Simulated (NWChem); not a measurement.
System meant: C₂H₃FO₂Si; SMILES O=C1C[Si@@H](F)O1

NWChem input:

```
start job
memory heap 200 mb stack 900 mb global 1100 mb
geometry units angstroms noautoz
  O      0.239480     2.424158    -0.334531
  C      0.054514     1.277385    -0.095559
  C     -1.235869     0.441228    -0.040830
  Si    -0.058554    -0.924386     0.425353
  F      0.178176    -2.077605    -0.675749
  O      1.037276     0.371129     0.232256
  H     -1.732355     0.376139    -1.020295
  H     -1.953501     0.829552     0.696125
  H     -0.002947    -1.562971     1.753784
end
basis spherical
  * library def2-svp
end
dft
  odft
  mult 2
  xc b3lyp
  iterations 150
  mulliken
end
task dft energy
```

End of the output:

```
                                 NWChem DFT Module
                                 -----------------

 Summary of "ao basis" -> "ao basis" (spherical)
 ------------------------------------------------------------------------------
       Tag                 Description            Shells   Functions and Types
 ---------------- ------------------------------  ------  ---------------------
 O                          def2-svp                 6       14   3s2p1d
 C                          def2-svp                 6       14   3s2p1d
 Si                         def2-svp                 8       18   4s3p1d
 F                          def2-svp                 6       14   3s2p1d
 H                          def2-svp                 3        5   2s1p

 Summary of "ao basis" -> "ao basis" (spherical)
 ------------------------------------------------------------------------------
       Tag                 Description            Shells   Functions and Types
 ---------------- ------------------------------  ------  ---------------------
 O                          def2-svp                 6       14   3s2p1d
 C                          def2-svp                 6       14   3s2p1d
 Si                         def2-svp                 8       18   4s3p1d
 F                          def2-svp                 6       14   3s2p1d
 H                          def2-svp                 3        5   2s1p

  number of electrons :                   54
  multiplicity        :                    2
 ------------------------------------------------------------------------
  no. of electrons and multiplicity not compatible                  54
 ------------------------------------------------------------------------
 ------------------------------------------------------------------------
  current input line :
    24: task dft energy
 ------------------------------------------------------------------------
 ------------------------------------------------------------------------
 There is an error in the input file
 ------------------------------------------------------------------------
 For more information see the NWChem manual at https://nwchemgit.github.io

0: no. of electrons and multiplicity not compatible:Received an Error in Communication
```

What is wrong, and how is it mended?

The input was rejected before any calculation. Cause: the multiplicity doesn't fit the number of electrons (an even count wants an odd multiplicity, and the reverse). This input runs:
```
start job
memory heap 200 mb stack 900 mb global 1100 mb
geometry units angstroms noautoz
  O      0.239480     2.424158    -0.334531
  C      0.054514     1.277385    -0.095559
  C     -1.235869     0.441228    -0.040830
  Si    -0.058554    -0.924386     0.425353
  F      0.178176    -2.077605    -0.675749
  O      1.037276     0.371129     0.232256
  H     -1.732355     0.376139    -1.020295
  H     -1.953501     0.829552     0.696125
  H     -0.002947    -1.562971     1.753784
end
basis spherical
  * library def2-svp
end
dft
  xc b3lyp
  iterations 150
  mulliken
end
task dft energy
```
It converges to -617.56686 Ha (B3LYP/def2-SVP).
